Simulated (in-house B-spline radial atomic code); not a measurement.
The numbers below are computed, except where a source is named.
# Ca in an electron gas of r_s = 1.5: phase shifts, screening and friction

A nucleus sits in a uniform electron gas with a rigid positive background. The Kohn-Sham equations are solved self-consistently in the spin-unpolarised LDA (PW92), non-relativistic, on B-splines with outgoing waves at the boundary and partial waves to l = 8. The model has no lattice, no bands and no magnetic solution. Atomic units; δ_l are the phase shifts at the Fermi level, counted so that each bound state adds π, and good to about 0.0005.

The density parameter is r_s = 1.5 bohr.

| l | δ_l (rad) |
| --- | --- |
| 0 | 7.7550 |
| 1 | 5.3795 |
| 2 | 1.3017 |
| 3 | 0.0975 |
| 4 | 0.0245 |
| 5 | 0.0067 |
| 6 | 0.0018 |
| 7 | 0.0005 |
| 8 | 0.0001 |

Bound levels below the band bottom (hartree): s -142.8, s -13.94, p -11.18, s -0.797, p -0.1785.

**Question.** Check the Friedel sum rule, and say where the screening charge sits.

**Answer.** k_F = (9π/4)^(1/3)/r_s = 1.27944. The rule is Z = (2/π) Σ (2l + 1) δ_l. The terms are s 4.937, p 10.274, d 4.143, f 0.434 and 0.208 beyond, in all 19.997 against Z = 20. Bound states hold 6 s, 12 p, 0 d electrons, so the scattering states carry 2.00 in all; where a term is smaller than its bound count, the bound level has drawn weight out of the band.

**Question.** Find the transport cross section and the electronic stopping of a 5 keV Ca ion (mass 40.08 u).

**Answer.** σ_tr = (4π/k_F²) Σ (l + 1) sin²(δ_l − δ_(l+1)). The terms for l = 0 to 3 are 0.4807, 1.2971, 2.6146, 0.0213, all together 4.4153, so σ_tr = 7.677 × 4.4153 = 33.895 bohr². With n = 3/(4π r_s³) = 0.07074, the friction coefficient is Q = n k_F σ_tr = 3.0676. For v well below v_F = 1.279, dE/dx = Q v; with 24801 eV per u at v = 1, v = √(5000/(24801 × 40.08)) = 0.0709, so dE/dx = 0.21756 hartree/bohr = 112 eV/nm. The largest term couples the d and f waves.
